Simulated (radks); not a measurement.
Values are calculated unless marked as measured or tabulated.
Q: Xe40+, 14 electrons, occupied as [Ne] 3s2 3p2. Level of theory: Dirac Kohn-Sham, relativistic LDA (MacDonald-Vosko exchange, VWN5 correlation), spin-unpolarised, spherical densities, finite nucleus; open shells fill j = l - 1/2 first; Fermi nuclear charge, rms radius 4.7859 fm (a radial shooting solver on a logarithmic mesh with Libxc functionals). Some entries of the table are withheld. Estimate them.

orbital,occ.,eigenvalue (eV),<r^2> (bohr^2)
1s1/2,2,(1),0.0009702
2s1/2,2,-7685.958,(2)
2p1/2,2,(3),0.01104
2p3/2,4,(4),0.01223
3s1/2,2,(5),0.08570
3p1/2,2,-2936.831,(6)
3p3/2,0,-2853.030,(7)

A: 
(1) 1s1/2 eigenvalue (eV): -36623.77
(2) 2s1/2 <r^2> (bohr^2): 0.01505
(3) 2p1/2 eigenvalue (eV): -7403.224
(4) 2p3/2 eigenvalue (eV): -7072.185
(5) 3s1/2 eigenvalue (eV): -3038.197
(6) 3p1/2 <r^2> (bohr^2): 0.07817
(7) 3p3/2 <r^2> (bohr^2): 0.08303
